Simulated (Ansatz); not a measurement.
Molecule: C₃H₁₁BN, net charge 1, singlet state. It need not be the lowest isomer of its formula. 
Coordinates optimised at B3LYP-D3(BJ)/def2-TZVP (Ansatz, a program for electronic structure):
```
B
C 1 1.5390
H 2 1.0891 1 113.26
H 2 1.0936 3 109.17 1 129.16
H 2 1.1018 3 106.23 4 113.46
C 1 1.5394 2 128.55 3 -18.59
H 6 1.0908 1 116.84 2 -170.64
H 6 1.0948 7 108.69 1 -125.15
H 6 1.0982 7 107.87 8 -112.33
N 1 1.5699 2 115.20 3 160.82
H 10 1.0211 1 111.50 2 22.40
H 10 1.0214 11 107.14 1 -121.53
C 10 1.5149 11 108.63 12 -116.81
H 13 1.0863 10 108.51 11 176.97
H 13 1.0864 14 110.29 10 119.42
H 13 1.0868 14 110.25 15 121.85
```
Charge +1, spin multiplicity 1.

Total electronic energies in hartree. Correlated levels leave the core frozen unless marked. Spin-orbit coupling is left out. Non-relativistic. CBS(X,Y): correlation extrapolated as X^-3; Hartree-Fock from the larger set.

```tsv
level	program	energy (Eh)
HF/6-31G*	Ansatz	-198.95683
HF/cc-pwCVTZ	Ansatz	-199.03726
RI-HF/cc-pVQZ	Ansatz	-199.04857
SVWN5/def2-TZVPD	Ansatz	-198.51413
PBE-D3(BJ)/def2-TZVPD	Ansatz + dftd3	-200.12995
BLYP-D3(BJ)/def2-TZVPD	Ansatz + dftd3	-200.31799
BLYP/def2-TZVPD	Ansatz	-200.29457
revPBE-D4/def2-TZVPD	Ansatz + dftd4	-200.37565
B3LYP-D4/def2-TZVPD	Ansatz + dftd4	-200.44040
PBE0-D4/def2-TZVPD	Ansatz + dftd4	-200.16649
BHLYP/def2-TZVPD	Ansatz	-200.28918
B2PLYP/def2-TZVPD	Ansatz	-200.21144
PBE-QIDH/def2-TZVPD	Ansatz	-200.12471
MP2/6-31G	Ansatz	-199.31708
RI-MP2/CBS(cc-pVTZ,cc-pVQZ)	Ansatz	-199.9799
SCS-MP2/STO-3G	Ansatz	-196.90816
SCS-MP2/6-31G	Ansatz	-199.32579
SCS-MP2/cc-pVTZ	Ansatz	-199.88694
SCS-MP2/cc-pVQZ	Ansatz	-199.95767
CCSD/cc-pVTZ	Ansatz	-199.93433
CCSD(T)/cc-pVDZ	Ansatz	-199.75246
CCSD(T)/cc-pwCVTZ	Ansatz	-199.97842
CCSD(T)/CBS(cc-pVTZ,cc-pVQZ)	Ansatz	-200.0593
```

Totals of different functionals don't rank their quality; only differences between species are comparable.
